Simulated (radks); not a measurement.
The numbers below are computed, except where a source is named.
All-electron atom: Ce II in [Xe] 4f3 (not the ground configuration).

Code: a radial shooting solver on a logarithmic mesh with Libxc functionals. Model: scalar-relativistic Kohn-Sham, r2SCAN, spin-polarised, spherical densities, finite nucleus; open shells are filled with parallel spins first (spin-orbit coupling, left out, can overturn this in heavy ions); meta-GGA in the generalised Kohn-Sham scheme; Fermi nuclear charge, rms radius 4.8771 fm.

Energy parts (Ry):
part                       energy
total                 -17721.6070
kinetic                18782.2650
electron-nucleus      -42945.6010
Hartree                 6862.1912
exchange-correlation    -420.4621

Orbitals (lengths in bohr, moments of r in powers of bohr; <r^-3> diverges for s and p1/2):
orbital	occ.	eigenvalue (Ry)	<r^-3>	<1/r>	<r^4>
1s up	1	-2964.065	-	63.33	1.778e-06
1s down	1	-2964.065	-	63.33	1.778e-06
2s up	1	-475.6198	-	14.62	0.0002932
2s down	1	-475.6214	-	14.62	0.0002932
2p up	3	-425.6943	7975	13.83	0.0002149
2p down	3	-425.6953	7975	13.83	0.0002149
3s up	1	-102.5142	-	5.317	0.01184
3s down	1	-102.4680	-	5.318	0.01183
3p up	3	-86.54260	1603	5.027	0.01241
3p down	3	-86.49619	1604	5.029	0.01239
3d up	5	-63.87609	218.7	4.760	0.01035
3d down	5	-63.83937	218.9	4.762	0.01032
4s up	1	-20.63852	-	2.197	0.3103
4s down	1	-20.49199	-	2.198	0.3094
4p up	3	-15.41847	337.5	2.025	0.4101
4p down	3	-15.26647	338.1	2.027	0.4089
4d up	5	-7.88945	37.69	1.758	0.7129
4d down	5	-7.72889	37.78	1.760	0.7134
4f up	3	-0.18457	2.974	0.9721	241.1
5s up	1	-3.05169	-	0.8392	11.38
5s down	1	-2.94195	-	0.8280	12.03
5p up	3	-1.81841	43.90	0.7078	22.79
5p down	3	-1.72973	42.14	0.6976	23.88

The highest occupied level is 4f up at -2.511 eV. The spin density at the nucleus is 1.029 e/bohr^3 (1s 0.013, 2s -0.004, 3s -3.025, 4s -1.279, 5s 5.325). Summed over all electrons, <r^2> = 58.48 bohr^2, which gives a Langevin (diamagnetic) susceptibility term of -46.3 x 10^-6 cm^3/mol.
